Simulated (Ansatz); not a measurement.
`F[SiH2]P[SiH3]`. The species carries charge 0 and has multiplicity 1. Geometry: relaxed with PBE0-D4/def2-TZVP. It is one conformer, not always the lowest.

```xyz
10

F     0.782   -1.443   -2.074
Si    1.313   -0.507   -0.888
P    -0.112    1.209   -0.682
Si   -1.454    0.226    0.839
H     1.423   -1.366    0.319
H     2.649    0.017   -1.266
H     0.719    1.844    0.283
H    -0.711   -0.320    2.004
H    -2.163   -0.882    0.149
H    -2.447    1.222    1.316
```

What is the dipole moment at B3LYP/def2-TZVPP? (Estimate.)

Ansatz gave: 1.63 D, with components (0.41, 0.68, 1.43) D in this frame, pointing from negative to positive charge.

And with PBE, r2SCAN, ωB97M-V? (Best estimate.)

The calculation gave: PBE 1.55 D, r2SCAN 1.62 D, ωB97M-V 1.60 D.

Give the Mulliken charges with B3LYP, ωB97M-V, r2SCAN in def2-TZVPP. (Estimate.)

The calculation gave: 
```
atom  B3LYP  ωB97M-V  r2SCAN
  F1  -0.32    -0.31   -0.32
 Si2   0.54     0.44    0.55
  P3  -0.17    -0.19   -0.18
 Si4   0.21     0.09    0.24
  H5  -0.08    -0.04   -0.08
  H6  -0.08    -0.03   -0.08
  H7   0.03     0.06    0.03
  H8  -0.05    -0.01   -0.05
  H9  -0.04     0.00   -0.05
 H10  -0.05    -0.01   -0.06
```

B3LYP here is the variant with VWN-RPA as its local correlation; programs differ in this.
